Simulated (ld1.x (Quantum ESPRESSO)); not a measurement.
Pseudopotential generation for Fe (Z = 26): PAW, revPBE, scalar-relativistic.

Fe (Z = 26), PAW, made with ld1.x (Quantum ESPRESSO) 7.5 (revPBE, scalar-relativistic). Core [Ne], reference 3s2 3p6 3d6 4s2 4p0. Waves: 3s (bound): rcut 1.10, rcutus 1.40 bohr; 4s (bound): rcut 1.10, rcutus 1.40 bohr; 3p (bound): rcut 1.25, rcutus 1.70 bohr; 4p (bound, empty): rcut 1.25, rcutus 1.70 bohr; 3d (bound): rcut 1.70, rcutus 1.85 bohr; 3d channel at 0.45 Ry: rcut 1.70, rcutus 1.85 bohr. Local part: all-electron potential smoothed inside 1.85 bohr (lloc = -1). Core correction: a·sin(br)/r model core, default radius (ld1.x builds one for every PAW set, though the input has nlcc=.false.). Augmentation charge: BESSEL, radius 0.85 bohr.

* Cutoffs needed: 45 Ry and 70 Ry (the cutoffs (Ry, on a coarse ladder) from which the occupation-weighted sum of valence levels, in a spherical-Bessel basis at the reference potential, stays within 10 and 1 mRy of its value at 400 Ry)
* Ghost test: no extra level below or beside the all-electron valence levels (s, p, d, f tested) (spherical-Bessel basis up to 400 Ry, 20 bohr box)
* Configuration tests: test run stopped at test 6 of 7 (negative rho), 3 before it not solved; not counted: 3s2 3p6 3d5 4s0 4p0 (solver errors, printed error -2252 eV); 3s1 3p6 3d6 4s2 4p0 (solver errors, printed error -2506 eV); 3s2 3p6 3d5 4s2 4p0 (solver errors, printed error -2495 eV)
* Lowest eigenvalue of the overlap operator: 0.09 (p channel)
